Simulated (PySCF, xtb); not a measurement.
H5OSi2, SMILES O([SiH2])[SiH3] (connectivity only; charge and spin as stated), charge +1, multiplicity 1.

Harmonic wavenumbers (cm⁻¹) from GFN2-xTB (xtb 6.7.1) at its own minimum, in rising order: 9, 124, 138, 382, 511, 555, 563, 650, 716, 719, 737, 776, 1202, 2341, 2343, 2344, 2399, 2408.

Question: What does PBE-D3(BJ)/def2-TZVP run with PySCF give at its own minimum? (The exact figures need the calculation; the answer reports its results.)

Answer: 58, 63, 152, 493, 654, 668, 673, 684, 892, 905, 910, 933, 1191, 2213, 2217, 2250, 2254, 2280. Paired by order, the mean absolute difference is 109 cm⁻¹ and the zero-point energies are 27.0 and 27.9 kcal/mol.
